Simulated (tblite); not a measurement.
Species: C₅H₁₂Si₂.
Atom-mapped SMILES: `[CH:1]#[C:2][CH2:3][C:4]([CH3:5])([SiH3:6])[SiH3:7]` (hydrogens: H8 on C1; H9, H10 on C3; H11, H12, H13 on C5; H14, H15, H16 on Si6; H17, H18, H19 on Si7)

Geometry (GFN2-xTB, Å), atoms numbered from 1 in this order:
```
atom  x, y, z in Å
C1     2.358    1.891   -0.955
C2     1.855    1.020   -0.307
C3     1.229   -0.014    0.490
C4    -0.270   -0.186    0.177
C5    -0.990    1.133    0.469
Si6   -0.508   -0.647   -1.665
Si7   -0.964   -1.549    1.325
H8     2.808    2.647   -1.528
H9     1.361    0.246    1.547
H10    1.758   -0.956    0.310
H11   -0.874    1.420    1.516
H12   -2.055    1.051    0.258
H13   -0.584    1.939   -0.143
H14   -0.101    0.460   -2.529
H15    0.298   -1.832   -1.971
H16   -1.924   -0.942   -1.896
H17   -0.747   -1.145    2.719
H18   -0.261   -2.810    1.083
H19   -2.398   -1.715    1.091
```

All values are computed: GFN2-xTB (tblite) harmonic vibrations without scaling, gas phase. Errors from tens to a few hundred cm⁻¹ against measured bands are possible. Modes of hydrogen on silicon can be 10 to 20 % off. One conformer, not necessarily the lowest.

Harmonic wavenumbers (cm⁻¹): 64.8, 117.4, 130.5, 136.4, 173.2, 211.4, 244.7, 256.5, 289.1, 301.8, 335.8, 417.0, 511.4, 518.0, 526.3, 564.6, 598.9, 635.9, 674.7, 767.7, 778.0, 782.9, 785.6, 801.5, 804.5, 815.8, 914.6, 946.6, 1014.0, 1099.8, 1113.1, 1141.0, 1224.6, 1303.3, 1423.3, 1455.5, 1506.8, 1518.8, 2228.6, 2243.7, 2248.1, 2261.5, 2274.5, 2277.3, 2289.6, 2906.3, 2940.1, 2980.6, 3001.6, 3017.9, 3395.5.

A = 2412, B = 1231, C = 1033 MHz; mass 128.048 u (most abundant isotopes); point group C1, symmetry number 1.

Question: What is the zero-point energy?

Answer: Half the sum of the wavenumbers: 30486 cm⁻¹ = 87.16 kcal/mol.

Question: Give the ideal-gas entropy at 350 K and 1 bar in the rigid-rotor, harmonic-oscillator model (classical rotation).

Answer: Translation 41.28, rotation 29.52, vibration 38.07: S = 108.9 cal/(mol K).

Question: And Cp and H(350 K) − H(0)?

Answer: Cp = 49.59 cal/(mol K), of which vibrations give 41.64 (their classical limit is 51 R = 101.3); H(350 K) − H(0) = 10.17 kcal/mol without the zero-point energy, 7.39 from vibrations.

Question: Blend soft modes into free rotors: weight 1/[1 + (100 cm⁻¹/ν̃)⁴] for the oscillator and the rest for a rotor with moment μB/(μ + B), μ = h/(8π²ν), B = 10⁻⁴⁴ kg m². What vibrational entropy results?

Answer: 36.63 cal/(mol K) in place of 38.07, which changes −T·S at 350 K by +0.51 kcal/mol.

Question: How do the functions run with temperature in this model?

Answer: 
```
 T (K)  S (cal/(mol K))  Cp (cal/(mol K))  H − H(0) (kcal/mol)  G − H(0) (kcal/mol)  ln q(vib)
    50             57.2              12.3                 0.47                -2.39       0.26
   100             68.1              19.9                 1.28                -5.54       1.25
298.15            101.3              44.4                 7.73               -22.48       6.96
373.15            112.1              51.7                11.35               -30.49       9.24
   500            128.7              61.7                18.57               -45.78      13.03
   750            156.6              75.6                35.86               -81.56      20.05
  1000            179.7              84.8                55.98              -123.67      26.41
```

q(vib) and H(0) count from the zero-point level.

Question: Which modes carry the vibrational entropy at 350 K?

Answer: 64.8 cm⁻¹: 4.62; 117.4 cm⁻¹: 3.45; 130.5 cm⁻¹: 3.25; 136.4 cm⁻¹: 3.16; 173.2 cm⁻¹: 2.70; 211.4 cm⁻¹: 2.33 cal/(mol K); the other 45 give 18.56 together.

Question: What must be added to the electronic energy to get the Gibbs energy at 350 K and 1 bar?

Answer: ZPE + [H(350 K) − H(0)] − T·S = 87.16 + 10.17 − 38.10 = 59.23 kcal/mol.

Hindered rotation and anharmonicity are outside this model. Other conformers, if any are populated, would add a mixing term that is left out. The structure is chiral; the term R ln 2 for an equal mix with its mirror image is left out.
